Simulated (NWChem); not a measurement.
**Correlation energy of chlorotrifluoromethane (CClF₃)**

```
C
F 1 1.3185
F 1 1.3185 2 108.81
F 1 1.3185 2 108.81 3 118.41
Cl 1 1.7597 2 110.13 4 120.79
```
Charge 0, spin multiplicity 1.

Everything below was run with NWChem. Structure: optimised with PBE0/def2-SVP, a minimum by its harmonic frequencies.

Basis set: cc-pVDZ. Each correlation energy counts from its own Hartree-Fock reference.

The correlated methods keep 9 core orbitals frozen. Coupled-cluster values serve here as a point of comparison, not as the truth.

| method | correlation energy (mHa) |
|---|---|
| RI-MP2 | -822.6 |
| MP2 | -822.4 |
| SCS-MP2 | [?] |
| CR-CCSD[T] | -854.8 |
| CR-CCSD(T) | -853.6 |
| CCSD | [?] |
| CCSD+T(CCSD) | -859.7 |
| CCSD(T) | [?] |

Question: Some entries are withheld; supply them.

Answer: 
- SCS-MP2, correlation energy (mHa): -788.9
- CCSD, correlation energy (mHa): -840.3
- CCSD(T), correlation energy (mHa): -858.1
